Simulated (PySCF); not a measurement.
PySCF 2.14 output of a UHF calculation on a single atom or ion in cc-pVTZ-PP with ECP28MDF (5s5p4d2f1g, 63 functions), with scalar relativity through the core potential:

```
SCF conv_tol = 1e-09
number electrons alpha = 9  beta = 8
cycle= 1 E= -126.379246534501  delta_E= -0.00585  |g|= 0.0289  |ddm|= 0.0422
cycle= 2 E= -126.379522698708  delta_E= -0.000276  |g|= 0.00773  |ddm|= 0.0129
cycle= 3 E= -126.379596612007  delta_E= -7.39e-05  |g|= 0.00346  |ddm|= 0.0102
cycle= 4 E= -126.37962508028  delta_E= -2.85e-05  |g|= 0.00244  |ddm|= 0.00637
cycle= 5 E= -126.37965047  delta_E= -2.54e-05  |g|= 0.000899  |ddm|= 0.0105
cycle= 6 E= -126.37965371396  delta_E= -3.24e-06  |g|= 0.000358  |ddm|= 0.00388
cycle= 7 E= -126.379654278169  delta_E= -5.64e-07  |g|= 0.000121  |ddm|= 0.0017
cycle= 8 E= -126.379654342158  delta_E= -6.4e-08  |g|= 2.9e-05  |ddm|= 0.000576
cycle= 9 E= -126.37965434458  delta_E= -2.42e-09  |g|= 5.44e-06  |ddm|= 0.000111
cycle= 10 E= -126.379654344613  delta_E= -3.27e-11  |g|= 1.23e-06  |ddm|= 1.11e-05
converged SCF energy = -126.379654344613  <S^2> = 0.75670284  2S+1 = 2.0066916
```

The run itself started from symmetry-adapted Hartree-Fock orbitals and held the occupation by maximum overlap, so the iterations belong to that start.

Problem. Which element, charge and spin multiplicity is this?

Solution. Pd⁺ (palladium, charge +1), multiplicity 2; the state was [Kr] 4d9, 2D determinant.

Energies and moments cover only the electrons outside the core potential.
